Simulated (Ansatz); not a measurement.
Frontier orbitals of C₂H₅NSe (`C1NC[Se]1`).

Z-matrix (Å, degrees):
```
C
Se 1 1.972
N 1 1.456 2 91.7
H 1 1.091 2 113.5 3 117.3
H 1 1.095 2 110.9 3 -118.1
C 2 1.972 1 70.2 3 13.2
H 3 1.012 1 113.8 2 -140.6
H 6 1.095 2 110.9 1 104.8
H 6 1.091 2 113.5 1 -130.5
```

The species carries charge 0 and has multiplicity 1. Correlated methods include outer-core shells of Se, which these sets cover unevenly. Scalar relativity is left out up to krypton. The geometry is a stationary point of PBE0-D4/def2-TZVP. Basis def2-TZVPP, the Gaussian-basis code of Ansatz.

```tsv
functional	HOMO (eV)	LUMO (eV)	gap (eV)
PBE	-4.90	-1.59	3.31
r2SCAN	-5.13	-1.40	3.73
PBE0	-6.09	-0.65	5.44
r2SCAN0	-6.24	-0.54	5.70
ωB97M-V	-8.31	1.30	9.61
```

A quarter of exact exchange (PBE0) shifts PBE's HOMO by −1.19 eV and its LUMO by +0.94 eV; full exchange at long range (ωB97M-V) shifts them by −3.41 and +2.89 eV. The gap opens from 3.31 to 9.61 eV, since occupied levels lose self-interaction and empty ones feel all the electrons. A positive LUMO is unbound and depends on the basis.
